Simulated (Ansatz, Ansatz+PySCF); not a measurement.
| atom | x (Å) | y (Å) | z (Å) |
| --- | --- | --- | --- |
| H | 0.4889 | -0.0161 | 0.0336 |
| H | -0.2174 | 0.4288 | 0.0058 |
| H | -0.2279 | -0.4709 | 0.0324 |

RHF-MP2 on singlet H₃(+) was run in several spherical basis sets with Ansatz (development build ahead of 0.2.0). Frozen core: 0 orbitals. Caution for RHF-MP2: bonds are stretched, where a single reference can fail; stretched shape with no unrestricted run beside it, a lower state can exist.

(1) Rank the basis sets by the total energy that they give, lowest first, with the distance from the lowest.
A. def2-SVP
B. cc-pVTZ
C. STO-3G
D. 6-31G(d)
E. def2-TZVP

Results:

(1) B (0.00 eV), E (0.12 eV), A (0.30 eV), D (1.01 eV), C (2.23 eV).
